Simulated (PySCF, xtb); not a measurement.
B(F)(GeH3)(H) (BFGeH4), SMILES F[BH][GeH3].

Harmonic wavenumbers (cm⁻¹) from GFN2-xTB in xtb at its own minimum, in rising order: 58, 216, 349, 421, 584, 663, 821, 896, 901, 1059, 1276, 2019, 2080, 2095, 2601.

**Question.** What does PBE0-D3(BJ)/def2-TZVP in PySCF give at its own minimum? (The exact figures need the calculation; the answer reports its results.)

**Answer.** 51, 224, 396, 433, 621, 793, 802, 882, 893, 1106, 1321, 2138, 2140, 2156, 2585. Paired by order, the mean absolute difference is 42 cm⁻¹ and the zero-point energies are 22.9 and 23.6 kcal/mol.
